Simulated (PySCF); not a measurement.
**C₆ coefficients of unlike pairs at revPBE**

Calculated with PySCF 2.14 from the dipole response of each species, C₆(A,B) = (3/π) ∫ α_A(iu) α_B(iu) du, in atomic units, from isotropic polarisabilities. For ions this is the dispersion term alone; charge-induced terms of lower order in 1/R come first.

```csv
species,configuration,basis,relativity,α (bohr³),C₆ (like pair)
Kr⁺,[Ar] 3d10 4s2 4p5 (2P),def2-TZVPPD (7s6p5d1f),none,11.06,67.71
Al³⁺,[Ne] (1S),aug-cc-pCVTZ-DK (8s7p5d3f),spin-free X2C,0.2456,0.2180
Cu⁺,[Ar] 3d10 (1S),"x2c-TZVPPall with one added diffuse shell each of s, p, d, f type (7s6p5d3f1g)",spin-free X2C,7.984,26.95
C³⁺,[He] 2s1 (2S),"x2c-TZVPPall with one added diffuse shell each of s, p, d type (6s4p3d1f)",spin-free X2C,3.118,2.471
```

Question: Estimate C₆ for C³⁺ with Cu⁺.

Answer: The integral gives 7.695. The combination rule 2 C_A C_B / (C_A α_B/α_A + C_B α_A/α_B) gives 7.904 and the geometric mean 8.161.

No spin-orbit coupling is included.

The other pairs:

```tsv
pair	C₆
Al³⁺, Kr⁺	2.675
Cu⁺, Al³⁺	1.843
Cu⁺, Kr⁺	42.24
C³⁺, Al³⁺	0.3971
C³⁺, Kr⁺	12.15
```
